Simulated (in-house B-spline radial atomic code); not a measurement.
A fraction x of an electron is removed from 3d in Ge V (Ge4+), starting from [Ar] 3d10 and keeping the highest spin. Method: scalar-relativistic (X2C) wB97X, spin-polarised, spherical fractional occupations, Fermi nucleus of rms radius 4.0742 fm. Calculated with a B-spline radial code for spherical atoms.

Caution: exact exchange at fractional occupations of open shells leaves self-interaction of up to several eV.

| x | E(x) - E(0) (eV) | 3d down level (eV) |
| --- | --- | --- |
| 0 | 0.0000 | -83.852 |
| 0.04 | 3.3718 | -84.741 |
| 0.13 | 11.0889 | -86.753 |
| 0.29 | 25.2582 | -90.372 |
| 0.38 | 33.4842 | -92.431 |
| 0.5 | 44.7419 | -95.202 |
| 0.57 | 51.4631 | -96.832 |
| 0.69 | 63.2517 | -99.649 |
| 0.76 | 70.2851 | -101.306 |
| 0.99 | 94.2171 | -106.815 |
| 1 | 95.2864 | -107.057 |

The exact functional would give a straight line between the two integer points. Deviations E(x) - E(0) - x[E(1) - E(0)], in eV: -0.44 at x = 0.04, -1.298 at x = 0.13, -2.375 at x = 0.29, -2.725 at x = 0.38, -2.901 at x = 0.5, -2.85 at x = 0.57, -2.496 at x = 0.69, -2.133 at x = 0.76, -0.116 at x = 0.99.

The curve lies below the straight line by up to 2.901 eV (at x = 0.5): convex, the delocalisation error, to which spherically averaged exact exchange adds.

Question: How well does Slater's transition state (minus the level at half occupation) give the ionisation energy?

Answer: It gives 95.202 eV against 95.286 eV from the two total energies; NIST lists 90.50 eV, ground level to ground level. The end point has an open shell averaged over its orbitals, so its exact exchange keeps a self-interaction and this is no true integer point.
